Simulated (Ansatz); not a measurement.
Other settings, tried on the cluster NbS₄ (the lowest doublet isomer of a short search).

```yaml
crystal:
  periodic: [false, false, false]
  atoms:
    - {symbol: Nb, position_ang: [-0.468291, 0.388948, 0.701502]}
    - {symbol: S, position_ang: [-0.944283, -1.295810, -0.892223]}
    - {symbol: S, position_ang: [1.809254, 0.299441, 0.061448]}
    - {symbol: S, position_ang: [-1.356727, 2.254063, 0.146869]}
    - {symbol: S, position_ang: [0.960057, -1.646641, -0.017595]}
basis:
  gaussian: {orbitals: STO-3G}
magnetization: {spin_polarized: false, initial_magnetization: 1}
hamiltonian: {xc: {name: wPBEh}}
scf: {lower_state_search: full}
output: {forces: true}
```

```sh
$ ansatz run in.yaml --threads 4 --pin off --events-out ev --progress --plain --max-ram 4787MiB
```

Shortened log:

```
Functional definition: wPBEh
734 factors; integrals over basis functions are off by at most 1.7e-4 eV
82 factors; integrals over basis functions are off by at most 1.9e-7 eV
mean field evaluation 1: about -144009.1440 eV, gradient 2.0e1 eV
mean field evaluation 2: about -144009.1465 eV, gradient 2.0e1 eV
mean field evaluation 4: about -144010.4445 eV, gradient 1.3e1 eV
mean field evaluation 8: about -144011.0946 eV, gradient 3.3e-1 eV
mean field evaluation 16: about -144011.0951 eV, gradient 2.3e-4 eV
mean field evaluation 32: about -143931.7106 eV, gradient 6.1e1 eV
mean field evaluation 64: about -144011.0951 eV, gradient 1.6e-3 eV
mean field evaluation 96: about -144011.0910 eV, gradient 6.2e-1 eV
mean field evaluation 128: about -143931.2939 eV, gradient 1.2e2 eV
mean field evaluation 160: about -144011.0951 eV, gradient 2.2e-3 eV
mean field -144011.09512280 eV, -5292.3101315365 hartree, gradient 2.5e-5 eV, S^2 0.750000; 11 other end points of the search recorded, 0 dependent functions left out
reference -144011.09514168 eV, -5292.3101322306 hartree; 53, 52 occupied and 10, 11 virtual orbitals, 734 factors
Total energy: -144011.09514168 eV, -5292.3101322306 hartree
Atom 0 at    -0.468291     0.388948     0.701502 Å, force     0.585627     0.626003    -2.738174 eV/Å
Atom 1 at    -0.944283    -1.295810    -0.892223 Å, force    -0.298241     1.174097     0.865615 eV/Å
Atom 2 at     1.809254     0.299441     0.061448 Å, force    -1.234984     0.631218     0.541152 eV/Å
Atom 3 at    -1.356727     2.254063     0.146869 Å, force     1.085244    -2.378856     0.845716 eV/Å
Atom 4 at     0.960057    -1.646641    -0.017595 Å, force    -0.137645    -0.052462     0.485690 eV/Å
Dipole moment:     0.092165    -0.344157     0.309573 e Å
```

Hardware: 4 threads of Arm Neoverse V2 on a shared host. Wall time 8 s.

With spin_polarized false and unpaired electrons the run is restricted open-shell.
